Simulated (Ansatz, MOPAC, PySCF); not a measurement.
System: PbClF, net charge 0, singlet state. SMILES: [F][Pb][Cl]
Structure (B3LYP-D3(BJ)/def2-TZVP (Ansatz, a first-principles code) minimum search):
```xyz
3

Pb     0.1300     0.1168     0.3636
F      0.9246     1.4374    -1.0008
Cl    -1.1166    -1.3244    -1.2239
```

Wanted: vertical ionisation energy to the doublet, in eV. Terms: each state is the SCF solution reached for its charge and spin; dispersion terms only where a functional's name holds one; open shells spin-unrestricted; spin-orbit terms left out; LANL2DZ with its own core potentials from Na on; frozen cores in correlated levels (noble-gas shells and the d and f shells of earlier blocks); def2 sets with scalar-relativistic core potentials past Kr; six Cartesian d functions in 6-31G* and its kin unless marked 5d; PM7 with its own dispersion and hydrogen-bond terms. First-principles rows: single points at B3LYP-D3(BJ) geometries (Ansatz). Semi-empirical rows: differences of heats of formation at the shared geometry for vertical values.

| level | program | vertical ionisation energy to the doublet (eV) |
|---|---|---|
| AM1 | MOPAC | 9.89 |
| PM6 | MOPAC | 10.40 |
| PM7 | MOPAC | 10.04 |
| MNDO | MOPAC | 11.23 |
| HF/6-31G* with LANL2DZ past Ar | Ansatz | 9.85 |
| PBE/6-31G* with LANL2DZ past Ar | Ansatz | 10.35 |
| B3LYP/6-31G* with LANL2DZ past Ar | Ansatz | 10.56 |
| M06-2X/6-31G* with LANL2DZ past Ar (5d) | PySCF | 10.81 |
| MP2/6-31G* with LANL2DZ past Ar | Ansatz | 10.44 |
| B3LYP/def2-TZVPD | Ansatz | 10.72 |
| M06-2X/def2-TZVPD | PySCF | 10.85 |

No value to compare with is used here. The 9 habitual levels span 9.85 (HF/6-31G* with LANL2DZ past Ar) to 11.23 eV (MNDO); B3LYP/def2-TZVPD gives 10.72.

The levels are drawn from those run, B3LYP/6-31G* more often than the rest, none by its result; left out are runs that failed, that the program found above a lower state of the same kind, or whose <S^2> lies over 0.5 above the pure value.
